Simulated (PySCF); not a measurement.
C2H8S2Sn, SMILES C[S][SnH2][S]C. Coordinates come from a PBE-D3(BJ)/def2-SVP optimisation. The def2 effective core potentials stand for the cores of Sn; spin–orbit coupling is left out. The values are those of a single conformer.

Computed equilibrium geometry at PBE-D3(BJ)/def2-SVP (PySCF confirms it by a frequency run) as bond lengths and angles (one conformer of several):
Atoms: Sn1 S2 C3 S4 C5 H6 H7 H8 H9 H10 H11 H12 H13. Bond lengths (Å): Sn1–S2 2.445, Sn1–S4 2.448, Sn1–H6 1.737, Sn1–H7 1.726, S2–C3 1.838, C3–H8 1.109, C3–H9 1.107, C3–H10 1.108, S4–C5 1.840, C5–H11 1.107, C5–H12 1.107, C5–H13 1.107. Bond angles (°): S2–Sn1–S4 108.1, S2–Sn1–H6 112.4, S2–Sn1–H7 107.4, S4–Sn1–H6 105.1, S4–Sn1–H7 110.5, H6–Sn1–H7 113.3, Sn1–S2–C3 99.2, S2–C3–H8 110.7, S2–C3–H9 106.4, S2–C3–H10 111.9, H8–C3–H9 108.9, H8–C3–H10 110.1, H9–C3–H10 108.8, Sn1–S4–C5 99.7, S4–C5–H11 111.9, S4–C5–H12 111.9, S4–C5–H13 106.1, H11–C5–H12 109.6, H11–C5–H13 108.5, H12–C5–H13 108.5.
